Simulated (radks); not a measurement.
Ionisation of neutral magnesium, [Ne] 3s2, to [Ne] 3s1 as the strength of local exchange is varied. Method: scalar-relativistic Kohn-Sham, Slater X-alpha exchange (alpha = 2/3 is LDA exchange), no correlation, spin-polarised, spherical densities, point nucleus; computed with a radial shooting solver on a logarithmic mesh with Libxc functionals.

| alpha | E(Mg) (hartree) | exchange (hartree) | IE (eV) | -e of the level emptied (eV) | <r> of it (bohr) |
|---|---|---|---|---|---|
| 0.574 | -196.55362 | -12.43063 | 6.028 | 3.373 (3s) | 3.319 |
| 0.754 | -200.48494 | -16.60318 | 6.955 | 4.371 (3s) | 3.124 |
| 0.774 | -200.92579 | -17.07484 | 7.062 | 4.489 (3s) | 3.104 |
| 0.808 | -201.67710 | -17.88035 | 7.246 | 4.691 (3s) | 3.071 |
| 1.008 | -206.14377 | -22.71260 | 8.377 | 5.953 (3s) | 2.893 |
| 1.032 | -206.68519 | -23.30325 | 8.518 | 6.113 (3s) | 2.873 |
| ? | -198.57662 | -14.57016 | 6.498 | 3.876 (3s) | 3.214 |

Which alpha was used in the last row?

Answer. alpha = 0.667. NIST Atomic Spectra Database: 7.646 eV (measured). The Delta-SCF value meets it near alpha = 0.88.
